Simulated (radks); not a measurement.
Results of a calculation; reference values are marked as such.
Spin polarisation of the 6s1 shell in Ba+. Start: [Xe] 6s(up 0.5, down 0.5); electrons of 6s are moved from spin down to spin up, other shells keep equal spins. Code: a radial shooting solver on a logarithmic mesh with Libxc functionals. Model: scalar-relativistic Kohn-Sham, BLYP, spin-polarised, spherical densities, finite nucleus; Fermi nuclear charge, rms radius of each element as measured or else 0.836 A^(1/3) + 0.57 fm.

[
 {"moment (Bohr magnetons)": "0", "E - E(0) (eV)": "0.000", "e(6s up) (eV)": "-7.585", "e(6s down) (eV)": "-7.585", "5p down minus up (eV)": "0.000", "5s down minus up (eV)": "0.000", "4d down minus up (eV)": "0.000"},
 {"moment (Bohr magnetons)": "0.25", "E - E(0) (eV)": "-0.006", "e(6s up) (eV)": "-7.634", "e(6s down) (eV)": "-7.536", "5p down minus up (eV)": "0.021", "5s down minus up (eV)": "0.015", "4d down minus up (eV)": "0.006"},
 {"moment (Bohr magnetons)": "0.5", "E - E(0) (eV)": "-0.025", "e(6s up) (eV)": "-7.684", "e(6s down) (eV)": "-7.485", "5p down minus up (eV)": "0.042", "5s down minus up (eV)": "0.030", "4d down minus up (eV)": "0.013"},
 {"moment (Bohr magnetons)": "0.75", "E - E(0) (eV)": "-0.056", "e(6s up) (eV)": "-7.736", "e(6s down) (eV)": "-7.428", "5p down minus up (eV)": "0.063", "5s down minus up (eV)": "0.045", "4d down minus up (eV)": "0.019"}
]

At moment 0.75 the spin-polarisation energy is -0.056 eV and the 6s exchange splitting 0.307 eV, that is 0.410 eV per Bohr magneton; E = -I m^2/4 would give I = 0.400 eV.
